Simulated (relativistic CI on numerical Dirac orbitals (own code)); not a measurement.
d1 in a ligand field

Computed with a parametric ligand-field model of a d^n configuration (Racah B and C, spin-orbit zeta, crystal field), exact diagonalisation.

Field parameters in Wybourne normalisation: Oh B⁴₀ = 21Dq, B⁴₄ = √(5/14) B⁴₀; Td as Oh with Dq negative (B⁴₀ = 21Dq, B⁴₄ = √(5/14) B⁴₀). The field is a parameter set, without covalency.

Task: Lowest levels for B = 590, C = 2230, ζ = 3900 cm⁻¹, Oh, 10Dq = 19750 cm⁻¹?

Result: Γ8 0 (S 0.50), Γ7 6855 (S 0.50), Γ8 23710 (S 0.50) cm⁻¹, with S from ⟨S²⟩ = S(S + 1). The ground level has 0.04 electrons in the cubic e pair.

Task: Lowest levels for B = 680, C = 2820, ζ = 2450 cm⁻¹, Oh, 10Dq = 29800 cm⁻¹?

Result: Γ8 0 (S 0.50), Γ7 3963 (S 0.50), Γ8 31600 (S 0.50) cm⁻¹, with S from ⟨S²⟩ = S(S + 1). The ground level has 0.01 electrons in the cubic e pair.

Task: Lowest levels for B = 310, C = 1360, ζ = 4400 cm⁻¹, Td, 10Dq = -11650 cm⁻¹?

Result: Γ8 0 (S 0.50), Γ8 14334 (S 0.50), Γ7 18492 (S 0.50) cm⁻¹, with S from ⟨S²⟩ = S(S + 1). The ground level has 0.83 electrons in the cubic e pair.

Task: Lowest levels for B = 560, C = 2040, ζ = 360 cm⁻¹, Oh, 10Dq = 17800 cm⁻¹?

Result: Γ8 0 (S 0.50), Γ7 551 (S 0.50), Γ8 18002 (S 0.50) cm⁻¹, with S from ⟨S²⟩ = S(S + 1). The ground level has 0.00 electrons in the cubic e pair.

Task: Lowest levels for B = 760, C = 3730, ζ = 600 cm⁻¹, Oh, 10Dq = 12850 cm⁻¹?

Result: Γ8 0 (S 0.50), Γ7 941 (S 0.50), Γ8 13232 (S 0.50) cm⁻¹, with S from ⟨S²⟩ = S(S + 1). The ground level has 0.00 electrons in the cubic e pair.
